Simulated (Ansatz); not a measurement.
Born–Oppenheimer molecular dynamics of GeH₄O₃ (8 atoms, charge 0, multiplicity 1). It goes on from the last frame of an earlier run, with new velocities.

Level of theory: RKS B3LYP-D4/def2-SVP (Ansatz).

```yaml
ensemble: NVT, Langevin thermostat
time_step: 0.5 fs
steps_asked: 100
set_temperature: 700 K
friction: 0.02 /fs
seed: 157511
```

First frame:

```xyz
8
Properties=species:S:1:pos:R:3
Ge -0.005 -0.045 0.230
H 0.215 0.173 1.810
O 1.583 -0.053 -0.495
H 1.751 -0.085 -1.423
O -1.233 1.075 -0.328
H -1.923 0.597 -0.754
O -0.702 -1.576 -0.278
H -1.372 -2.160 -0.021
```

Problem. How far do the bonds stretch over the last three quarters of this one trajectory? (Pairs bonded in most of those frames.)

Solution. 
| bond | mean (Å) | spread (Å) | shortest | longest |
| --- | --- | --- | --- | --- |
| Ge1–H2 | 1.548 | 0.051 | 1.46 | 1.62 |
| Ge1–O3 | 1.778 | 0.028 | 1.74 | 1.82 |
| Ge1–O5 | 1.779 | 0.027 | 1.72 | 1.81 |
| Ge1–O7 | 1.781 | 0.007 | 1.76 | 1.79 |
| O3–H4 | 0.981 | 0.054 | 0.89 | 1.07 |
| O5–H6 | 0.979 | 0.041 | 0.90 | 1.04 |
| O7–H8 | 0.967 | 0.019 | 0.94 | 1.01 |

Mean temperature of the second half: 546 K. The mean temperature of the second half is 22 % below the set value. A run of 0.05 ps of so small a system gives no equilibrium averages.

Time of the run: 2.7 min on 1 thread of AMD EPYC 9R45 96-Core Processor (Zen 5) (shared host), peak memory 0.22 GiB.
